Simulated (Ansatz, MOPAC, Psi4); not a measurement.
Molecule: BOCl, net charge 0, singlet state. SMILES: B(Cl)=O
Coordinates optimised at B3LYP-D3(BJ)/def2-TZVP (Ansatz, a program for electronic structure):
```xyz
3

B      0.0000     0.0000    -0.6343
O      0.0000     0.0000    -1.8390
Cl     0.0000     0.0000     1.0520
```

Wanted: size of the dipole moment, in D. Terms: dispersion terms only where a functional's name holds one; non-relativistic; no spin-orbit coupling; LANL2DZ with its own core potentials from Na on; 6-311+G** with 5d, 6d on Na to Ar in Ansatz; six Cartesian d functions in 6-31G* and its kin unless marked 5d. Ab initio and DFT rows: single points at B3LYP-D3(BJ) geometries (Ansatz). Semi-empirical rows: dipoles at the shared geometry.

| level | program | size of the dipole moment (D) |
|---|---|---|
| AM1 | MOPAC | 2.05 |
| MNDO | MOPAC | 1.80 |
| SVWN5/6-31G* | Ansatz | 2.13 |
| PBE/LANL2DZ | Ansatz | 1.99 |
| PBE/def2-SVP | Ansatz | 2.37 |
| PBE/6-311+G** | Ansatz | 2.58 |
| B3LYP/STO-3G | Ansatz | 0.33 |
| B3LYP/6-31G | Ansatz | 1.95 |
| B3LYP/6-31G* | Ansatz | 2.23 |
| B3LYP/6-31+G* | Ansatz | 2.65 |
| B3LYP/6-311+G** | Ansatz | 2.71 |
| PBE0/6-311+G** | Ansatz | 2.70 |
| wB97X-D/6-31G* | Psi4 | 2.26 |

No value to compare with is used here. The 13 habitual levels span 0.33 (B3LYP/STO-3G) to 2.71 D (B3LYP/6-311+G**).

The levels are drawn from those run, B3LYP/6-31G* more often than the rest, none by its result; left out are runs that failed, that the program found above a lower state of the same kind, or whose <S^2> lies over 0.5 above the pure value.
